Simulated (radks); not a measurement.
Results of a calculation; reference values are marked as such.
Problem. The hafnium ion Hf+, configuration [Xe] 4f14 5d1 6s2. Code: a radial shooting solver on a logarithmic mesh with Libxc functionals. Model: scalar-relativistic Kohn-Sham, r2SCAN, spin-unpolarised, spherical densities, finite nucleus; meta-GGA in the generalised Kohn-Sham scheme; Fermi nuclear charge, rms radius 5.347 fm; hard spherical wall at 2 bohr. Some entries of the table are withheld. Estimate them.

orbital  occ.  eigenvalue (hartree)  <1/r> (bohr^-1)  r(max) (bohr)
1s          2             -2399.763            83.78        0.01190
2s          2             -409.8151            19.58        0.06804
2p          6             -359.5269            17.85        0.05568
3s          2             -92.41526            7.252         0.1920
3p          6                   (1)              (2)         0.1897
3d         10             -59.41524              (3)         0.1549
4s          2             -17.54258            3.055         0.4378
4p          6             -12.58234            2.780         0.4587
4d         10                   (4)            2.453         0.4725
5s          2              -1.21635            1.220          1.026
5p          6                   (5)            1.126          1.134
4f         14               0.89255            1.897         0.4614
5d          1               2.06761            1.059          1.274
5f          0               4.60743            1.183          1.408
6s          2               5.08728            1.221          1.554
6p          0               6.53260            1.249          1.586
7s          0                   (6)            1.394          1.717

Solution. 
(1) 3p eigenvalue (hartree): -77.32079
(2) 3p <1/r> (bohr^-1): 6.718
(3) 3d <1/r> (bohr^-1): 6.345
(4) 4d eigenvalue (hartree): -6.14709
(5) 5p eigenvalue (hartree): 0.11941
(6) 7s eigenvalue (hartree): 15.06467
